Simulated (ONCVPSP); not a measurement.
**Building the ONCV potential for strontium (LDA (Perdew-Zunger), fully relativistic).**

Input for ONCVPSP 4.0.1:

```
# ATOM AND REFERENCE CONFIGURATION
# atsym  z   nc   nv     iexc    psfile
  Sr 38.00    7    2        3      upf
#
#   n    l    f
    1    0    2.00
    2    0    2.00
    2    1    6.00
    3    0    2.00
    3    1    6.00
    3    2   10.00
    4    0    2.00
    4    1    6.00
    5    0    1.00
#
# PSEUDOPOTENTIAL AND OPTIMIZATION
# lmax
    3
#
#   l,   rc,      ep,       ncon, nbas, qcut
    0    3.05    0.00    3    6    1.70
    1    2.25    0.00    4    9    6.30
    2    2.60    0.22    5   10    4.00
    3    2.25    0.17    3    7    4.80
#
# LOCAL POTENTIAL
# lloc, lpopt,  rc(5),   dvloc0
    3    5    2.25    0.00
#
# VANDERBILT-KLEINMAN-BYLANDER PROJECTORs
# l, nproj, debl
    0    3    1.20
    1    3    2.50
    2    2    0.50
    3    0    4.00
#
# MODEL CORE CHARGE
# icmod, fcfact, rcfact
    3    1.50    1.75
#
# LOG DERIVATIVE ANALYSIS
# epsh1, epsh2, depsh
   -3.00    5.00    0.02
#
# OUTPUT GRID
# rlmax, drl
    6.00    0.01
#
# TEST CONFIGURATIONS
# ncnf
    4
# nvcnf
#   n    l    f
    2
    4    1    6.00
    5    0    2.00
#
    2
    4    1    6.00
    5    0    0.00
#
    2
    4    1    6.00
    5    0    1.50
#
    3
    4    1    6.00
    5    0    1.50
    4    2    0.50
#
```

Command:

```bash
oncvpspr.x < Sr.dat > Sr.out
```

Resulting log (shortened: citation, most of the input echo, consistency checks and plot data are left out):

```
ONCVPSP  (Optimized Norm-Conservinng Vanderbilt PSeudopotential)
relativistic version 4.0.1

#   n    l    f        energy (Ha)
    1    0    2.00    -5.8479212D+02
    2    0    2.00    -7.9394954D+01
    2    1    6.00    -6.9825323D+01    -7.2334650D+01
    3    0    2.00    -1.2459018D+01
    3    1    6.00    -9.5086843D+00    -9.8942423D+00
    3    2   10.00    -4.9210473D+00    -4.9883926D+00
    4    0    2.00    -1.7384019D+00
    4    1    6.00    -1.0594068D+00    -1.1031252D+00
    5    0    1.00    -3.1553676D-01

Reference configufation results
  iterations    23
  all-electron total energy (Ha)   -3.17589577D+03

Begin loop to  construct optimized pseudo wave functions
and semi-local pseudopoentials for all angular momenta

   Wellstate for l =  0  n =  7 kap= -1
     eigenvalue =   0.8845
     asymptotic potential =   1.3845
     half-point radius =  6.2102

   Wellstate for l =  0  n =  8 kap= -1
     eigenvalue =   2.0845
     asymptotic potential =   2.5845
     half-point radius =  5.6797

Calculating optimized projector #   1

 for l=   0

    Fraction of norm inside rc  0.278145
    Optimizing pswf for qcut=   1.69 a_B^-1,  ecut=   1.43 Ha
    Residual kinetic energy error=  2.63D-03 Ha

    Energy error per electron        Cutoff
         Ha          eV             Ha
         0.01000     0.27211        0.95
         0.00100     0.02721        1.94
         0.00010     0.00272        7.25
         0.00001     0.00027        9.92

Calculating optimized projector #   2

 for l=   0

    Fraction of norm inside rc  0.156036
    Optimizing pswf for qcut=   1.69 a_B^-1,  ecut=   1.43 Ha
    Residual kinetic energy error=  1.34D-01 Ha

    Energy error per electron        Cutoff
         Ha          eV             Ha
         0.01000     0.27211        3.39
         0.00100     0.02721        7.88
         0.00010     0.00272       13.34
         0.00001     0.00027       29.58

Calculating optimized projector #   3

 for l=   0

    Fraction of norm inside rc  0.139262
    Optimizing pswf for qcut=   1.69 a_B^-1,  ecut=   1.43 Ha
    Residual kinetic energy error=  3.69D-01 Ha

    Energy error per electron        Cutoff
         Ha          eV             Ha
         0.01000     0.27211       14.96
         0.00100     0.02721       20.50
         0.00010     0.00272       35.62
         0.00001     0.00027       73.34

   Wellstate for l =  1  n =  6 kap= -2
     eigenvalue =   1.4406
     asymptotic potential =   1.9406
     half-point radius =  3.7566

   Wellstate for l =  1  n =  8 kap= -2
     eigenvalue =   3.9406
     asymptotic potential =   4.4406
     half-point radius =  4.3294

Calculating optimized projector #   1

 for l=   1

    Fraction of norm inside rc  0.876073
    Optimizing pswf for qcut=   6.30 a_B^-1,  ecut=  19.86 Ha
    Residual kinetic energy error=  4.22D-08 Ha

    Energy error per electron        Cutoff
         Ha          eV             Ha
         0.01000     0.27211        5.75
         0.00100     0.02721        7.56
         0.00010     0.00272        9.17
         0.00001     0.00027       13.53

Calculating optimized projector #   2

 for l=   1

    Fraction of norm inside rc  0.170923
    Optimizing pswf for qcut=   6.30 a_B^-1,  ecut=  19.86 Ha
    Residual kinetic energy error=  2.30D-06 Ha

    Energy error per electron        Cutoff
         Ha          eV             Ha
         0.01000     0.27211        5.96
         0.00100     0.02721        7.72
         0.00010     0.00272       15.30
         0.00001     0.00027       18.41

Calculating optimized projector #   3

 for l=   1

    Fraction of norm inside rc  0.098246
    Optimizing pswf for qcut=   6.30 a_B^-1,  ecut=  19.86 Ha
    Residual kinetic energy error=  3.56D-05 Ha

    Energy error per electron        Cutoff
         Ha          eV             Ha
         0.01000     0.27211        7.61
         0.00100     0.02721       11.37
         0.00010     0.00272       18.29
         0.00001     0.00027       26.98

   Wellstate for l =  1  n =  6 kap=  1
     eigenvalue =   1.3969

   Wellstate for l =  1  n =  8 kap=  1
     eigenvalue =   3.9264

Calculating optimized projector #   1

 for l=   1

    Fraction of norm inside rc  0.888567
    Optimizing pswf for qcut=   6.30 a_B^-1,  ecut=  19.86 Ha
    Residual kinetic energy error=  2.94D-08 Ha

    Energy error per electron        Cutoff
         Ha          eV             Ha
         0.01000     0.27211        6.15
         0.00100     0.02721        8.13
         0.00010     0.00272        9.70
         0.00001     0.00027       11.62

Calculating optimized projector #   2

 for l=   1

    Fraction of norm inside rc  0.178002
    Optimizing pswf for qcut=   6.30 a_B^-1,  ecut=  19.86 Ha
    Residual kinetic energy error=  2.17D-06 Ha

    Energy error per electron        Cutoff
         Ha          eV             Ha
         0.01000     0.27211        6.24
         0.00100     0.02721        8.18
         0.00010     0.00272       14.76
         0.00001     0.00027       18.26

Calculating optimized projector #   3

 for l=   1

    Fraction of norm inside rc  0.098924
    Optimizing pswf for qcut=   6.30 a_B^-1,  ecut=  19.86 Ha
    Residual kinetic energy error=  3.38D-05 Ha

    Energy error per electron        Cutoff
         Ha          eV             Ha
         0.01000     0.27211        7.76
         0.00100     0.02721        9.81
         0.00010     0.00272       18.12
         0.00001     0.00027       26.86

WARNING wellstate: moderately localized bound state found for n= 4 l=  2
WARNING scattering state with energy  0.05000000
WARNING will be used for the first projector

   Wellstate for l =  2  n =  5 kap= -3
     eigenvalue =   0.0500
     asymptotic potential =   0.5500
     half-point radius =  8.1943

   Wellstate for l =  2  n =  6 kap= -3
     eigenvalue =   0.5500
     asymptotic potential =   1.0500
     half-point radius =  7.0839

Calculating optimized projector #   1

 for l=   2

    Fraction of norm inside rc  0.183360
    Optimizing pswf for qcut=   4.00 a_B^-1,  ecut=   7.99 Ha
    Residual kinetic energy error=  7.63D-04 Ha

    Energy error per electron        Cutoff
         Ha          eV             Ha
         0.01000     0.27211        5.50
         0.00100     0.02721        7.72
         0.00010     0.00272       31.86
         0.00001     0.00027       54.15

Calculating optimized projector #   2

 for l=   2

    Fraction of norm inside rc  0.121603
    Optimizing pswf for qcut=   4.00 a_B^-1,  ecut=   7.99 Ha
    Residual kinetic energy error=  1.67D-03 Ha

    Energy error per electron        Cutoff
         Ha          eV             Ha
         0.01000     0.27211        6.29
         0.00100     0.02721        8.54
         0.00010     0.00272       15.03
         0.00001     0.00027       34.87

   Wellstate for l =  2  n =  4 kap=  2
     eigenvalue =   0.2200

   Wellstate for l =  2  n =  6 kap=  2
     eigenvalue =   0.2474

Calculating optimized projector #   1

 for l=   2

    Fraction of norm inside rc  0.558879
    Optimizing pswf for qcut=   4.00 a_B^-1,  ecut=   7.99 Ha
    Residual kinetic energy error=  1.13D-03 Ha

    Energy error per electron        Cutoff
         Ha          eV             Ha
         0.01000     0.27211        5.96
         0.00100     0.02721        8.34
         0.00010     0.00272       41.55
         0.00001     0.00027       55.00

Calculating optimized projector #   2

 for l=   2

    Fraction of norm inside rc  0.121180
    Optimizing pswf for qcut=   4.00 a_B^-1,  ecut=   7.99 Ha
    Residual kinetic energy error=  2.08D-03 Ha

    Energy error per electron        Cutoff
         Ha          eV             Ha
         0.01000     0.27211        6.41
         0.00100     0.02721        8.79
         0.00010     0.00272       16.35
         0.00001     0.00027       38.53

   Wellstate for l =  3  n =  4 kap= -4
     eigenvalue =   0.1700
     asymptotic potential =   0.6700
     half-point radius =  6.2875

Calculating optimized projector #   1

 for l=   3

    Fraction of norm inside rc  0.050986
    Optimizing pswf for qcut=   4.80 a_B^-1,  ecut=  11.52 Ha
    Residual kinetic energy error=  3.82D-05 Ha

    Energy error per electron        Cutoff
         Ha          eV             Ha
         0.01000     0.27211        3.80
         0.00100     0.02721        7.43
         0.00010     0.00272       10.40
         0.00001     0.00027       26.10

   Wellstate for l =  3  n =  4 kap=  3
     eigenvalue =   0.1700

Calculating optimized projector #   1

 for l=   3

    Fraction of norm inside rc  0.051010
    Optimizing pswf for qcut=   4.80 a_B^-1,  ecut=  11.52 Ha
    Residual kinetic energy error=  3.83D-05 Ha

    Energy error per electron        Cutoff
         Ha          eV             Ha
         0.01000     0.27211        3.80
         0.00100     0.02721        7.43
         0.00010     0.00272       10.40
         0.00001     0.00027       26.14

Construct Vanderbilt / Kleinmman-Bylander projectors

B matrix Hermiticity error, ll=  0  kap= -1
   1   2   -3.8051D-05
   1   3    6.4480D-05
   2   3    4.3966D-05

  Orthonormal projector coefficients  1.2521E+01  2.8740E+00  3.5439E-01

B matrix Hermiticity error, ll=  1  kap= -2
   1   2   -1.8643D-04
   1   3   -2.4316D-04
   2   3   -1.3428D-04

  Orthonormal projector coefficients -1.6231E+00  1.5903E+00  5.9226E-01

B matrix Hermiticity error, ll=  1  kap=  1
   1   2   -1.9354D-04
   1   3   -2.5374D-04
   2   3   -1.3724D-04

  Orthonormal projector coefficients -1.7088E+00  1.4410E+00  5.7618E-01

B matrix Hermiticity error, ll=  2  kap= -3
   1   2    1.4256D-05

  Orthonormal projector coefficients -1.5135E+00  6.1544E-01

B matrix Hermiticity error, ll=  2  kap=  2
   1   2   -3.1566D-05

  Orthonormal projector coefficients -9.9267E-01  4.8824E-01

 Orthonormal scalar projector coefficients, l =  1
 -1.6515E+00  1.5393E+00  5.8601E-01  1.9789E-03 -2.9030E-05  2.5396E-06

 Orthonormal spin-orbit projector coefficients, l =  1
  1.3493E-01  6.1261E-02 -4.2832E-02  1.5816E-02 -1.6285E-03 -1.9067E-04

 Orthonormal scalar projector coefficients, l =  2
 -1.2288E+00  5.5947E-01 -7.3865E-02  2.5986E-03

 Orthonormal spin-orbit projector coefficients, l =  2
 -3.7657E-01  1.7092E-01  6.2721E-02 -1.4528E-02

 Orthonormal scalar projector coefficients, l =  3

 Orthonormal spin-orbit projector coefficients, l =  3

Model core correction analysis
  based on d2Exc/dn_idn_j

d2excae - all-electron derivatives

   -2.030259D-02   -4.071817D-03
   -4.069938D-03   -3.625584D-02

d2excps - pseudofunction derivatives with no core correction

   -3.689681D-02   -5.812243D-03
   -5.809122D-03   -4.017394D-02

rms 2nd derivative error    8.613560E-03

rmatch, rhocmatch    1.0700    3.3211

Teter function model core charge with specified parameters

d2excps - pseudofunction derivatives with core correction

   -2.963222D-02   -5.512229D-03
   -5.509087D-03   -4.011190D-02

rms 2nd derivative error    5.149205E-03

Pseudoatom total energy  -18.447920

Diagnostic tests using Vanderbilt-Kleinman-Bylander pseudopotentials
  relativistic with J = L +/- 1/2 projectors

   l  kap   rcore       rmatch      e in        delta e    norm test   slope test

   0  -1   3.0662995   3.1593990  -0.3155368   0.0000022   0.9999819   0.9998867
   0  -1   3.0662995   3.1593990   0.8844632  -0.0000143   1.0002225   1.0002225
   0  -1   3.0662995   3.1593990   2.0844632   0.0005461   1.0001458   1.0001458

   1  -2   2.2600475   2.3286674  -1.0594068   0.0000125   1.0001215   1.0001418
   1   1   2.2600475   2.3286674  -1.1031252   0.0000126   1.0001249   1.0001369
   1  -2   2.2600475   2.3286674   1.4405932   0.0000670   1.0002080   1.0002080
   1   1   2.2600475   2.3286674   1.4264246   0.0000659   1.0002123   1.0002123
   1  -2   2.2600475   2.3286674   3.9405932  -0.0000015   1.0001514   1.0001514
   1   1   2.2600475   2.3286674   3.9298172  -0.0000009   1.0001399   1.0001399

   2  -3   2.6089701   2.6881840   0.0500000  -0.0000002   1.0000803   1.0000803
   2   2   2.6089701   2.6881840  -0.2526379   0.0000005   1.0000524   1.0000524
   2  -3   2.6089701   2.6881840   0.5500000   0.0000014   1.0001030   1.0001030
   2   2   2.6089701   2.6881840   0.5484487   0.0000017   1.0000947   1.0000947

   3  -4   2.2600475   2.3286674   0.1700000  -0.0001231   1.0000112   1.0000112
   3   3   2.2600475   2.3286674   0.1699853   0.0000294   0.9999491   0.9999491

Diagnostic tests using Vanderbilt-Kleinman-Bylander pseudopotentials
  relativistic with scalar and spin-orbit non-local projectors

   l  kap   rcore       rmatch      e in        delta e    norm test   slope test

   0  -1   3.0662995   3.1593990  -0.3155368   0.0000022   0.9999819   0.9998867
   0  -1   3.0662995   3.1593990   0.8844632  -0.0000143   1.0002225   1.0002225
   0  -1   3.0662995   3.1593990   2.0844632   0.0005461   1.0001458   1.0001458

   1  -2   2.2600475   2.3286674  -1.0594068   0.0000134   1.0001221   1.0001435
   1   1   2.2600475   2.3286674  -1.1031252   0.0000135   1.0001256   1.0001385
   1  -2   2.2600475   2.3286674   1.4405932   0.0000684   1.0002078   1.0002078
   1   1   2.2600475   2.3286674   1.4264246   0.0000673   1.0002121   1.0002121
   1  -2   2.2600475   2.3286674   3.9405932  -0.0000006   1.0001517   1.0001517
   1   1   2.2600475   2.3286674   3.9298172  -0.0000001   1.0001402   1.0001402

   2  -3   2.6089701   2.6881840   0.0500000  -0.0000002   1.0000803   1.0000803
   2   2   2.6089701   2.6881840  -0.2526379   0.0000005   1.0000524   1.0000524
   2  -3   2.6089701   2.6881840   0.5500000   0.0000014   1.0001030   1.0001030
   2   2   2.6089701   2.6881840   0.5484487   0.0000017   1.0000947   1.0000947

   3  -4   2.2600475   2.3286674   0.1700000  -0.0001231   1.0000112   1.0000112
   3   3   2.2600475   2.3286674   0.1699853   0.0000294   0.9999491   0.9999491

Ghost test for J = L + 1/2

 Testing for bound ghosts
   n   l    E NL Schr. Eq   E Basis Diag.   E Cutoff

   1   0       -0.315535       -0.314351     19.78

   2   1       -1.059394       -1.059411     98.11

   3   2       -0.256113       -0.254063     81.34

 Testing for highly-localized positive-energy ghosts
       l    <radius>/rc     E Basis Diag.   E Cutoff

       0        0.313662        1.905385     19.78  WARNING - GHOST(+)

       0        0.604171       22.580165     19.78  WARNING - GHOST(+)

Ghost test for J = L - 1/2

 Testing for bound ghosts
   n   l    E NL Schr. Eq   E Basis Diag.   E Cutoff

   1   0       -0.315535       -0.314351     19.78

   2   1       -1.103113       -1.103129     98.11

   3   2       -0.258562       -0.256606     81.34

 Testing for highly-localized positive-energy ghosts
       l    <radius>/rc     E Basis Diag.   E Cutoff

       0        0.313662        1.905385     19.78  WARNING - GHOST(+)

       0        0.604171       22.580165     19.78  WARNING - GHOST(+)

Test configuration 0

   n   l kap    f        eae           eps        diff
   1   0  -1  2.0000 -584.79212073
   2   0  -1  2.0000  -79.39495401
   2   1  -2  4.0000  -69.82532313
   2   1   1  2.0000  -72.33464999
   3   0  -1  2.0000  -12.45901773
   3   1  -2  4.0000   -9.50868429
   3   1   1  2.0000   -9.89424228
   3   2  -3  6.0000   -4.92104729
   3   2   2  4.0000   -4.98839259
   4   0  -1  2.0000   -1.73840190
   4   1  -2  4.0000   -1.05940682   -1.05939437    1.25E-05
   4   1   1  2.0000   -1.10312516   -1.10311259    1.26E-05
   5   0  -1  1.0000   -0.31553676   -0.31553454    2.22E-06

    Total energies and differences
      AE_ref= -3.17589577E+03  AE_tst= -3.17589577E+03  dif=  0.00E+00
      PS_ref= -1.84479199E+01  PS_tst= -1.84479199E+01  dif=  0.00E+00
      PSP excitation error=  0.00E+00

Test configuration 1

   n   l kap    f        eae           eps        diff
   1   0  -1  2.0000 -584.55271883
   2   0  -1  2.0000  -79.15598975
   2   1  -2  4.0000  -69.58634828
   2   1   1  2.0000  -72.09566803
   3   0  -1  2.0000  -12.22049607
   3   1  -2  4.0000   -9.27019764
   3   1   1  2.0000   -9.65573450
   3   2  -3  6.0000   -4.68259564
   3   2   2  4.0000   -4.74993334
   4   0  -1  2.0000   -1.50283726
   4   1  -2  4.0000   -0.82572327   -0.82794435   -2.22E-03
   4   1   1  2.0000   -0.86912393   -0.87144790   -2.32E-03
   5   0  -1  2.0000   -0.13395961   -0.13411747   -1.58E-04

    Total energies and differences
      AE_ref= -3.17589577E+03  AE_tst= -3.17611858E+03  dif= -2.23E-01
      PS_ref= -1.84479199E+01  PS_tst= -1.86708520E+01  dif= -2.23E-01
      PSP excitation error=  1.17E-04

Test configuration 2

   n   l kap    f        eae           eps        diff
   1   0  -1  2.0000 -585.07618892
   2   0  -1  2.0000  -79.67819406
   2   1  -2  4.0000  -70.10858039
   2   1   1  2.0000  -72.61792049
   3   0  -1  2.0000  -12.74141314
   3   1  -2  4.0000   -9.79101326
   3   1   1  2.0000  -10.17661132
   3   2  -3  6.0000   -5.20331351
   3   2   2  4.0000   -5.27067312
   4   0  -1  2.0000   -2.01521051
   4   1  -2  4.0000   -1.33243284   -1.32815600    4.28E-03
   4   1   1  2.0000   -1.37678463   -1.37233579    4.45E-03
   5   0  -1  0.0000   -0.49821918   -0.49821918    0.00E+00

    Total energies and differences
      AE_ref= -3.17589577E+03  AE_tst= -3.17548490E+03  dif=  4.11E-01
      PS_ref= -1.84479199E+01  PS_tst= -1.80374307E+01  dif=  4.10E-01
      PSP excitation error=  3.82E-04

Test configuration 3

   n   l kap    f        eae           eps        diff
   1   0  -1  2.0000 -584.66609227
   2   0  -1  2.0000  -79.26919524
   2   1  -2  4.0000  -69.69955733
   2   1   1  2.0000  -72.20887976
   3   0  -1  2.0000  -12.33353174
   3   1  -2  4.0000   -9.38321961
   3   1   1  2.0000   -9.76876466
   3   2  -3  6.0000   -4.79560384
   3   2   2  4.0000   -4.86294449
   4   0  -1  2.0000   -1.61472084
   4   1  -2  4.0000   -0.93686117   -0.93819905   -1.34E-03
   4   1   1  2.0000   -0.98038861   -0.98178689   -1.40E-03
   5   0  -1  1.5000   -0.22184539   -0.22198141   -1.36E-04

    Total energies and differences
      AE_ref= -3.17589577E+03  AE_tst= -3.17602992E+03  dif= -1.34E-01
      PS_ref= -1.84479199E+01  PS_tst= -1.85821148E+01  dif= -1.34E-01
      PSP excitation error=  3.94E-05

Test configuration 4

   n   l kap    f        eae           eps        diff
   1   0  -1  2.0000 -584.53203319
   2   0  -1  2.0000  -79.13278643
   2   1  -2  4.0000  -69.56334746
   2   1   1  2.0000  -72.07271339
   3   0  -1  2.0000  -12.19756997
   3   1  -2  4.0000   -9.24725186
   3   1   1  2.0000   -9.63279064
   3   2  -3  6.0000   -4.65945534
   3   2   2  4.0000   -4.72679281
   4   0  -1  2.0000   -1.48043188
   4   1  -2  4.0000   -0.80502592   -0.80545024   -4.24E-04
   4   1   1  2.0000   -0.84815874   -0.84861977   -4.61E-04
   5   0  -1  1.5000   -0.12832050   -0.12854801   -2.28E-04
   4   2  -3  0.3000   -0.04143201   -0.04147976   -4.77E-05
   4   2   2  0.2000   -0.04297981   -0.04304117   -6.14E-05

    Total energies and differences
      AE_ref= -3.17589577E+03  AE_tst= -3.17607636E+03  dif= -1.81E-01
      PS_ref= -1.84479199E+01  PS_tst= -1.86286517E+01  dif= -1.81E-01
      PSP excitation error=  1.41E-04
```

The run took about 6.6 s on one core of a shared server CPU.
